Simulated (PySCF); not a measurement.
The PySCF input:
```python
from pyscf import gto, scf, dft

mol = gto.Mole()
mol.atom = '''
    Sb   -0.157006   -0.227700    0.292290
    H    -0.848199   -1.242643   -0.898403
    C    -0.842899    1.553545   -0.726476
    H    -0.595008    1.496439   -1.780276
    H    -0.364845    2.425144   -0.293138
    H    -1.916139    1.653221   -0.614767
    C     1.756512   -0.227265   -0.717469
    H     1.618707   -0.020138   -1.772605
    H     2.236530   -1.191698   -0.600378
    H     2.394585    0.534708   -0.283577
'''
mol.basis = 'def2-svpd'
mol.ecp = {'Sb': 'def2-svpd'}
mol.charge = 0
mol.spin = 0
mol.verbose = 4
mol.max_memory = 1800
mol.build()

mf = dft.RKS(mol)
mf.xc = 'pbe'
mf = mf.density_fit(auxbasis='def2-universal-jkfit')
mf.kernel()
```

**Question.** Estimate the dipole moment that PySCF with DF-PBE/def2-SVPD returns for this input.

**Answer.** 0.68 D

**Question.** Predict the number of basis functions from DF-PBE/def2-SVPD.

**Answer.** 128

**Question.** Estimate the HOMO-LUMO gap that DF-PBE/def2-SVPD returns for this input.

**Answer.** 5.02 eV

**Question.** Estimate the total energy that DF-PBE/def2-SVPD returns for this input.

**Answer.** -320.4704 Eh
